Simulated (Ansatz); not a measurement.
Cl$_{2}$H$_{3}$NOSi (`N[Si](O)(Cl)Cl`) at its PBE0-D4/def2-TZVP geometry, where that method's forces vanish. Charge 0, multiplicity 1.

| atom | x (Å) | y (Å) | z (Å) |
| --- | --- | --- | --- |
| N1 | 0.455 | 0.895 | 0.709 |
| Si2 | -0.242 | -0.164 | -0.412 |
| O3 | -0.394 | -1.660 | 0.203 |
| Cl4 | -2.134 | 0.310 | -1.007 |
| Cl5 | 0.971 | -0.111 | -2.054 |
| H6 | 0.003 | 1.056 | 1.596 |
| H7 | 0.940 | 1.716 | 0.384 |
| H8 | 0.401 | -2.042 | 0.581 |

Q: For each bond, give half the difference of the two atoms' forces along it (eV/Å; positive pushes the atoms apart) under PBE-D4, r2SCAN-D4, B3LYP-D4, ωB97M-V in def2-TZVPP. (Estimate.)

A: The calculation gave: 
| bond | length (Å) | PBE-D4 | r2SCAN-D4 | B3LYP-D4 | ωB97M-V |
| --- | --- | --- | --- | --- | --- |
| N1–Si2 | 1.692 | 0.04 | -0.01 | 0.02 | 0.02 |
| N1–H6 | 1.008 | 0.17 | 0.02 | -0.03 | -0.03 |
| N1–H7 | 1.007 | 0.17 | 0.01 | -0.02 | -0.02 |
| Si2–O3 | 1.625 | 0.32 | 0.04 | 0.08 | 0.08 |
| Si2–Cl4 | 2.039 | 0.13 | 0.05 | 0.13 | 0.01 |
| Si2–Cl5 | 2.043 | 0.10 | 0.04 | 0.14 | 0.01 |
| O3–H8 | 0.960 | 0.32 | 0.01 | -0.03 | -0.06 |

B3LYP here is the variant with VWN-RPA as its local correlation; programs differ in this.

Results of the Gaussian-basis code of Ansatz.
